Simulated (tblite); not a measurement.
Compound: C4H14AlNSi2.
Numbering: `[SiH3:1][N:2]([SiH3:3])[C@@H:4]1[CH2:5][CH2:6][CH2:7][AlH:8]1` (hydrogens: H9, H10, H11 on Si1; H12, H13, H14 on Si3; H15 on C4; H16, H17 on C5; H18, H19 on C6; H20, H21 on C7; H22 on Al8)

Structure used (GFN2-xTB), in Å, numbered top down from 1:
```xyz
22
C4H14AlNSi2 angstrom
Si     2.603   -1.370   -0.309
N      1.460   -0.179    0.230
Si     1.766    1.499    0.420
C      0.061   -0.631    0.293
C     -0.724   -0.264   -0.990
C     -2.232   -0.338   -0.719
C     -2.635    0.702    0.354
Al    -1.096    0.398    1.598
H      2.254   -1.847   -1.654
H      3.914   -0.727   -0.316
H      2.553   -2.497    0.629
H      0.576    1.955    1.232
H      1.766    2.272   -0.830
H      3.030    1.684    1.124
H      0.084   -1.730    0.349
H     -0.451   -0.912   -1.828
H     -0.468    0.763   -1.269
H     -2.783   -0.185   -1.652
H     -2.468   -1.344   -0.357
H     -2.672    1.694   -0.119
H     -3.658    0.506    0.695
H     -0.890    0.571    3.118
```

Method: GFN2-xTB as coded in tblite; computed harmonic values from a numerical Hessian at the method's own geometry, unscaled. Errors from tens to a few hundred cm⁻¹ against measured bands are possible. Modes of hydrogen on aluminium and silicon can be 10 to 20 % off. One conformer, not necessarily the lowest.

Harmonic wavenumbers (cm⁻¹): 49.8, 66.3, 90.6, 125.1, 157.4, 171.4, 190.1, 225.5, 271.0, 314.1, 358.6, 381.4, 435.3, 480.3, 536.5, 536.9, 559.2, 571.4, 582.5, 606.6, 644.2, 695.6, 750.1, 760.8, 789.0, 803.7, 812.8, 832.9, 849.0, 881.7, 933.4, 985.2, 1010.1, 1029.1, 1074.8, 1096.9, 1121.3, 1182.5, 1234.7, 1242.5, 1296.0, 1320.8, 1326.1, 1458.8, 1484.2, 1491.4, 1795.1, 1830.3, 2185.5, 2196.7, 2219.3, 2276.8, 2298.6, 2833.7, 2871.5, 2916.2, 2921.0, 2923.6, 2937.5, 2944.5.

A = 1903, B = 789.7, C = 670.7 MHz; mass 159.048 u (most abundant isotopes); point group C1, symmetry number 1.

**Question.** What is the zero-point energy?

**Answer.** Half the sum of the wavenumbers: 34484 cm⁻¹ = 412.52 kJ/mol.

**Question.** Give the ideal-gas entropy at 298.15 K and 1 bar in the rigid-rotor, harmonic-oscillator model (classical rotation).

**Answer.** Translation 172.08, rotation 126.13, vibration 157.98: S = 456.2 J/(mol K).

**Question.** And Cp and H(298.15 K) − H(0)?

**Answer.** Cp = 207.42 J/(mol K), of which vibrations give 174.16 (their classical limit is 60 R = 498.9); H(298.15 K) − H(0) = 35.50 kJ/mol without the zero-point energy, 25.58 from vibrations.

**Question.** How do the functions run with temperature in this model?

**Answer.** 
```csv
T (K),S (J/(mol K)),Cp (J/(mol K)),H − H(0) (kJ/mol),G − H(0) (kJ/mol),ln q(vib)
50,253.6,59.7,2.17,-10.51,0.56
100,304.8,90.6,5.95,-24.53,2.01
373.15,507.0,246.3,52.55,-136.65,11.28
500,586.9,299.9,87.34,-206.12,15.65
750,723.4,372.5,172.12,-370.45,23.85
1000,837.4,418.7,271.44,-565.96,31.36
```

q(vib) and H(0) count from the zero-point level.

**Question.** Blend soft modes into free rotors: weight 1/[1 + (100 cm⁻¹/ν̃)⁴] for the oscillator and the rest for a rotor with moment μB/(μ + B), μ = h/(8π²ν), B = 10⁻⁴⁴ kg m². What vibrational entropy results?

**Answer.** 147.20 J/(mol K) in place of 157.98, which changes −T·S at 298.15 K by +3.21 kJ/mol.

**Question.** Which modes carry the vibrational entropy at 298.15 K?

**Answer.** 49.8 cm⁻¹: 20.19; 66.3 cm⁻¹: 17.83; 90.6 cm⁻¹: 15.26; 125.1 cm⁻¹: 12.64; 157.4 cm⁻¹: 10.80; 171.4 cm⁻¹: 10.13 J/(mol K); the other 54 give 71.15 together.

Hindered rotation and anharmonicity are outside this model. Other conformers, if any are populated, would add a mixing term that is left out. The structure is chiral; the term R ln 2 for an equal mix with its mirror image is left out.
